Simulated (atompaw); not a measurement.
## An all-electron radial function and its pseudo partner (Ca (Z = 20))

Columns: radius, all-electron u(r) and pseudo u(r) of the 4s shell (level -3.77 eV) of calcium in the configuration [Ar] 3d0 4s2 4p0; PBE, scalar-relativistic, PAW (atompaw) scheme, atompaw 4.2.0.5.

```tsv
r (bohr)	all-electron	pseudo
0.115	0.0248	0.0112
0.231	0.1407	0.0228
0.346	0.0916	0.0349
0.462	-0.0239	0.0481
0.577	-0.1323	0.0623
0.692	-0.2057	0.0780
0.808	-0.2387	0.0953
0.923	-0.2355	0.1141
1.038	-0.2047	0.1347
1.154	-0.1545	0.1571
1.269	-0.0933	0.1809
1.385	-0.0259	0.2064
1.500	0.0423	0.2329
1.615	0.1089	0.2604
1.731	0.1725	0.2888
1.846	0.2309	0.3172
1.962	0.2844	0.3458
2.077	0.3319	0.3738
2.192	0.3737	0.4008
2.308	0.4105	0.4267
2.423	0.4418	0.4508
2.538	0.4684	0.4728
2.654	0.4908	0.4926
2.769	0.5091	0.5096
2.885	0.5238	0.5239
3.000	0.5350	0.5350
```

(1) How many radial nodes do the two functions have?

(2) Is the pseudo-wave norm-conserving?

Results:

(1) The all-electron 4s function has n − l − 1 = 3 (the table is too coarse to show those close to the nucleus); the pseudo-wave has 0, since the states of the same l below it are removed with the core.

(2) No, it belongs to a PAW set: the norm inside the radius is not constrained, and the difference is carried by the augmentation charge.
